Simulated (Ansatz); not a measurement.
The cluster Ta₂O₅⁺: single points at one geometry.

```yaml
crystal:
  periodic: [false, false, false]
  atoms:
    - {symbol: Ta, position_ang: [0.752922, -0.296356, -0.715458]}
    - {symbol: Ta, position_ang: [-0.951548, 0.995235, 1.336783]}
    - {symbol: O, position_ang: [-0.720981, 1.072704, -0.525770]}
    - {symbol: O, position_ang: [2.303008, 0.330773, -1.327864]}
    - {symbol: O, position_ang: [0.415010, -1.859246, -1.572964]}
    - {symbol: O, position_ang: [0.502112, -0.193097, 1.286759]}
    - {symbol: O, position_ang: [-2.300513, -0.050013, 1.518523]}
basis:
  gaussian: {orbitals: def2-TZVP, initial_orbitals: start.molden}
total_charge: 1
magnetization: {spin_polarized: true, initial_magnetization: 1}
correlation: {method: mp2}
scf: {omitted_lower_state_checks: [starts]}
output: {orbitals: {seedname: orbitals}}
```

The file start.molden holds the orbitals of an earlier run on this structure, at another level or in another basis.

```sh
$ ansatz run in.yaml --threads 4 --pin off --events-out ev --progress --plain --max-ram 4787MiB
```

Shortened log:

```
Functional definition: HF
1754 factors; integrals over basis functions are off by at most 1.0e-3 eV
mean field evaluation 1: about -13255.0988 eV, gradient 2.5e1 eV
mean field evaluation 2: about -13257.5441 eV, gradient 2.5e0 eV
mean field evaluation 4: about -13257.6677 eV, gradient 2.7e-1 eV
mean field evaluation 8: about -13257.6685 eV, gradient 3.0e-5 eV
mean field -13257.66849785 eV, -487.2103309257 hartree, gradient 2.0e-6 eV, S^2 1.014103; 0 other end points of the search recorded, 0 dependent functions left out
5 core orbitals not correlated: weight in the atoms' cores, before any rotation towards them, 1.000 or more for the frozen orbitals, at most 0.000 for the correlated occupied ones
reference -13257.66849785 eV, -487.2103309257 hartree; 28, 27 occupied and 202, 203 virtual orbitals, 1754 factors
second order -50.32959363 eV of doubles, -0.00000000 eV of singles
Total energy: -13307.99809148 eV, -489.0599093770 hartree
Checks for a lower state left out: starts
```

Hardware: 4 threads of Arm Neoverse V1 on a shared host. Wall time 13 s, peak host memory 0.75 GiB.

The first input with `gaussian: {orbitals: def2-SVP, initial_orbitals: start.molden}`, `correlation: {method: ccsd_t}`, `scf: {omitted_lower_state_checks: [starts, cluster_reference]}` (abridged; 5.2 min):

```
Functional definition: HF
mean field -13243.46646832 eV, -486.6884159666 hartree, gradient 7.9e-6 eV, S^2 1.033264
5 core orbitals not correlated: weight in the atoms' cores, before any rotation towards them, 1.000 or more for the frozen orbitals, at most 0.000 for the correlated occupied ones
second order -40.62111119 eV of doubles, -0.00000000 eV of singles
cycle   1  -36.16089819 eV  change     4.5e0 eV  update   3.7e-1
cycle   2  -38.60240385 eV  change    -2.4e0 eV  update   2.2e-1
cycle   3  -39.16478590 eV  change   -5.6e-1 eV  update   7.7e-2
cycle   4  -39.32042524 eV  change   -1.6e-1 eV  update   4.0e-2
cycle   5  -39.29693657 eV  change    2.3e-2 eV  update   1.5e-2
cycle   6  -39.30917324 eV  change   -1.2e-2 eV  update   8.9e-3
cycle   7  -39.31575044 eV  change   -6.6e-3 eV  update   4.2e-3
cycle   8  -39.31915406 eV  change   -3.4e-3 eV  update   2.9e-3
cycle   9  -39.32146567 eV  change   -2.3e-3 eV  update   2.0e-3
cycle  10  -39.32456110 eV  change   -3.1e-3 eV  update   1.4e-3
cycle  11  -39.32229959 eV  change    2.3e-3 eV  update   9.7e-4
cycle  12  -39.32126307 eV  change    1.0e-3 eV  update   7.0e-4
cycle  13  -39.32211772 eV  change   -8.5e-4 eV  update   4.6e-4
cycle  14  -39.32147793 eV  change    6.4e-4 eV  update   3.5e-4
cycle  15  -39.32205539 eV  change   -5.8e-4 eV  update   3.0e-4
cycle  16  -39.32254731 eV  change   -4.9e-4 eV  update   2.3e-4
cycle  17  -39.32222203 eV  change    3.3e-4 eV  update   1.4e-4
cycle  18  -39.32221085 eV  change    1.1e-5 eV  update   8.4e-5
cycle  19  -39.32227100 eV  change   -6.0e-5 eV  update   4.9e-5
perturbative correction -2.06065738 eV, -0.0757277618 hartree
Total energy: -13284.84939669 eV, -488.2092105341 hartree
Checks for a lower state left out: starts, cluster_reference
```

The first input with `hamiltonian: {xc: {name: r2SCANh}, dispersion: d4}` and without the key `correlation` (abridged; 19 s):

```
Functional definition: r2SCANh
mean field -13336.78205353 eV, -490.1177004718 hartree, gradient 2.7e-5 eV, S^2 0.791962
Total energy: -13336.83317506 eV, -490.1195791533 hartree
Checks for a lower state left out: starts
```

Geometry: PBE-D4/def2-SVP.

In the def2 sets Ta takes a core potential; there is no spin–orbit coupling. Correlated methods freeze 5 core orbitals; core or outer-core shells of Ta are correlated, in sets that lack core-valence functions. At MP2/def2-TZVP, CCSD(T)/def2-SVP the charge 1 doublet is spin-contaminated (final ⟨S²⟩ up to 1.03, 0.75 for a pure state). The structure comes from a short search, and lower isomers may exist.
